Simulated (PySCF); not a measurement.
C9H14.
SMILES with atom numbers: `[CH2:1]=[CH:2][C@@H:3]1[CH2:4][CH:5]=[CH:6][CH2:7][CH2:8][CH2:9]1`

Structure used (GFN2-xTB), in Å, numbered top down from 1:
```
atom  x, y, z in Å
C1     3.2409   -0.0239   -0.4452
C2     2.2299   -0.1486    0.3930
C3     0.7865    0.0080    0.0201
C4     0.1514    1.1208    0.8686
C5    -1.0595    1.7292    0.2251
C6    -1.9476    1.1228   -0.5476
C7    -2.0039   -0.3362   -0.8943
C8    -1.4494   -1.2366    0.2099
C9     0.0743   -1.3395    0.1983
H10    3.0876    0.2082   -1.4866
H11    4.2640   -0.1483   -0.1328
H12    2.4112   -0.3804    1.4353
H13    0.7261    0.3101   -1.0295
H14    0.8916    1.9134    1.0099
H15   -0.0962    0.7363    1.8627
H16   -1.1831    2.7890    0.4107
H17   -2.7468    1.7169   -0.9736
H18   -1.4660   -0.5214   -1.8298
H19   -3.0501   -0.5987   -1.0732
H20   -1.7935   -0.8531    1.1722
H21   -1.8608   -2.2427    0.0956
H22    0.4012   -1.7981    1.1353
H23    0.3876   -2.0003   -0.6140
```

NICS is the negative of the GIAO shielding at a point without a nucleus: at the ring centre (0) and 1 Å above and below it (1); zz is the component along the ring normal. Level: GIAO PBE0/pcSseg-1 (PySCF, non-relativistic, gas phase) on the GFN2-xTB geometry, one conformer.

Ring bond lengths (Å), with Mayer bond orders in brackets: C3–C4 1.537 (0.98), C4–C5 1.500 (1.05), C5–C6 1.324 (1.96), C6–C7 1.501 (1.04), C7–C8 1.529 (1.03), C8–C9 1.527 (1.05), C9–C3 1.535 (0.99).

**Question.** What do the NICS probes read (ppm)?

**Answer.** 
| ring | type | NICS(0) | NICS(1), two faces | NICS(1)zz, two faces | rms pucker (Å) | centre to ring atoms, mean (Å) |
| --- | --- | --- | --- | --- | --- | --- |
| C3–C4–C5–C6–C7–C8–C9 | 7-membered carbocycle; formal bonds 1 double, 6 single | -0.9 | -2.0 / -2.0 | 3.5 / 3.6 | 0.36 | 1.61 |

**Question.** What can be read from them?

**Answer.** 
- C3–C4–C5–C6–C7–C8–C9: mean NICS(1)zz 3.5 ppm, deshielded. C3, C4, C7, C8, C9 have four or more neighbours; no verdict on aromaticity is drawn.

**Question.** How shielded are the nuclei of the rings and their hydrogens (means over atoms taken as equivalent)?

**Answer.** 
| atoms | environment | σ isotropic (ppm) |
| --- | --- | --- |
| C3 | allylic carbon | 138.0 |
| C4 | allylic carbon | 150.0 |
| C5 | alkene CH carbon | 48.7 |
| C6 | alkene CH carbon | 46.8 |
| C7 | allylic carbon | 155.4 |
| C8 | ring CH2 carbon | 157.6 |
| C9 | ring CH2 carbon | 147.4 |
| H13 | methine hydrogen | 29.24 |
| H14 | methylene hydrogen | 29.71 |
| H15 | methylene hydrogen | 29.31 |
| H16 | vinylic hydrogen | 25.67 |
| H17 | vinylic hydrogen | 25.69 |
| H18 | methylene hydrogen | 29.40 |
| H19 | methylene hydrogen | 29.48 |

The list is cut; further classes of hydrogen are left out.
